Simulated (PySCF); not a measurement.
# Working with the constants of TiH

UHF-CCSD(T) constants of TiH, quartet, unpaired electrons σ ↑, π ↑, δ ↑ (PySCF, no relativity, basis sets Ti def2-TZVPP, H def2-TZVPP; masses 47.9479 and 1.0078 u):

| Quantity | Value |
| --- | --- |
| ωe | 1570.0 cm⁻¹ |
| ωexe | 24.1 cm⁻¹ |
| Be | 5.4655 cm⁻¹ |
| αe | 0.135 cm⁻¹ |
| De to Ti (3d2 4s2) + H | 2.11 eV |

Problem. What force constant and bond length do these constants imply?

Solution. Reduced mass μred = 0.98708 u; k = 5.8918×10⁻⁷·μred·ωe² (u, cm⁻¹, mdyn/Å) = 1.43 mdyn/Å; Re = √(16.8576/(μred·Be)) (u, cm⁻¹, Å) = 1.768 Å.

Problem. Estimate the centrifugal constant D from the Kratzer relation and find the Dunham coefficient a1.

Solution. D = 4Be³/ωe² = 0.000265 cm⁻¹; a1 = −1 − αeωe/(6Be²) = -2.18.

Correlated steps freeze 5 core orbitals. The CCSD T1 diagnostic is raised, a sign that a single reference may not be enough here. With d or f electrons several states lie close, and the lowest PBE0 determinant need not be the measured ground state.
